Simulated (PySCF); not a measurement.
## How the method moves the HOMO and LUMO of `C=C/C=N/[SiH3]`

C3H7NSi.
Z-matrix (Å and degrees, PBE0-D3(BJ)/def2-SVP geometry), rows numbered from 1:
```
C 
C   1  1.3387
C   2  1.4626  1  122.29
N   3  1.2707  2  122.55  1  -179.99
Si  4  1.7475  3  125.13  2   179.55
H   1  1.0926  2  121.84  3   179.98
H   1  1.0953  2  121.02  3    -0.03
H   2  1.0946  1  121.87  3  -179.94
H   3  1.1150  2  114.38  1     0.01
H   5  1.4918  4  108.55  3   122.52
H   5  1.5037  4  112.67  3     1.49
H   5  1.4922  4  108.44  3  -119.39
```

Basis pcSseg-2 throughout (PySCF), one geometry. Geometry: PBE0-D3(BJ)/def2-SVP, one conformer, isolated molecule.

Problem. How do the orbital energies, the gap and the dipole change with the method?

Solution. 
| method | kind | HOMO (eV) | LUMO (eV) | gap (eV) | μ (D) | SCF cycles |
| --- | --- | --- | --- | --- | --- | --- |
| BLYP | GGA | -5.73 | -2.56 | 3.17 | 1.94 | 16 |
| OPBE | GGA | -5.79 | -2.65 | 3.14 | 1.94 | 16 |
| B97-D | GGA | -5.84 | -2.61 | 3.23 | 1.97 | 16 |
| PBE | GGA | -5.84 | -2.72 | 3.12 | 1.92 | 16 |
| BP86 | GGA | -5.94 | -2.80 | 3.14 | 1.95 | 16 |
| LDA | LDA | -5.95 | -2.95 | 3.01 | 1.89 | 15 |
| KT3 | GGA | -5.98 | -2.64 | 3.34 | 1.94 | 16 |
| KT2 | GGA | -5.98 | -2.66 | 3.32 | 1.93 | 16 |
| B97-2 | global hybrid | -6.96 | -1.79 | 5.17 | 2.04 | 13 |
| B3LYP | global hybrid | -7.01 | -1.95 | 5.06 | 2.02 | 14 |
| PBE0 | global hybrid | -7.23 | -1.75 | 5.48 | 2.03 | 14 |
| mPW1PW91 | global hybrid | -7.26 | -1.76 | 5.50 | 2.04 | 13 |
| BHandHLYP | global hybrid | -8.57 | -0.61 | 7.96 | 2.13 | 12 |
| CAM-B3LYP | range-separated hybrid | -8.64 | -0.60 | 8.04 | 2.05 | 12 |
| wB97X-D | range-separated hybrid | -9.12 | 0.03 | 9.15 | 2.08 | 13 |
| LC-wPBE | range-separated hybrid | -9.97 | 0.50 | 10.48 | 2.08 | 14 |
| HF | Hartree–Fock | -10.04 | 2.11 | 12.16 | 2.34 | 11 |

The HOMO spans 4.31 eV, from BLYP down to HF, and the gap runs from 3.01 eV (LDA) to 12.16 eV (HF). Over the methods BLYP (0 %), OPBE (0 %), B97-D (0 %), PBE (0 %), BP86 (0 %), LDA (0 %), KT3 (0 %), KT2 (0 %), B97-2 (21 %), B3LYP (20 %), PBE0 (25 %), mPW1PW91 (25 %), BHandHLYP (50 %), HF (100 %), a straight line through the gap against the share of exact exchange rises by 0.91 eV for each 10 % (correlation coefficient 0.999). The dipole ranges from 1.89 D (LDA) to 2.34 D (HF). This basis has no diffuse functions.
